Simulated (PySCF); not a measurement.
diselenium (Se2), SMILES [Se]=[Se] (connectivity only; charge and spin as stated), neutral, multiplicity 3. The structure is a stationary point at PBE0-D3(BJ)/def2-TZVP.

Calculation: PBE0-D3(BJ)/def2-TZVP run with PySCF.

Harmonic wavenumbers (cm⁻¹): 407. Rotational constants (GHz): 2.735 (linear); symmetry number 2.

### Question
Work out the zero-point energy and the ideal-gas rigid-rotor harmonic-oscillator thermochemistry at 298.15 K and 1 atm.

### Answer
ZPE = ½ Σ hcν = ½ × 407 cm⁻¹ = 0.58 kcal/mol. H − E(el) = 2.85 kcal/mol. Entropy in cal/(mol K): translation 41.08, rotation 15.97, vibration 0.94, spin 2.18, total 60.17. G − E(el) = -15.09 kcal/mol. Cp = 8.41 cal/(mol K).
